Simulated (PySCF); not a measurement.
**B²⁺: excitation energy**

B²⁺ [He] 2s1 (2S) → B²⁺ [He] 2p1 (2P), as a difference of total energies. All numbers are calculated (PySCF 2.14, no relativity, point nucleus, in def2-QZVPPD). Correlated levels: valence and next inner shell: nothing frozen. The calculations carry no spin-orbit coupling.

```tsv
method	excitation energy (eV)
UHF	6.047
LDA	5.352
PBE	5.296
PBE0	5.485
r2SCAN	5.371
M06	5.075
TPSSh	5.403
wB97X	5.347
HSE06	5.460
MP2 (valence and next inner shell)	6.008
SCS-MP2 (valence and next inner shell)	6.020
```

**Question.** How much does correlation contribute at MP2 (valence and next inner shell)?

**Answer.** 6.008 − (6.047) = -0.039 eV, measured against UHF.
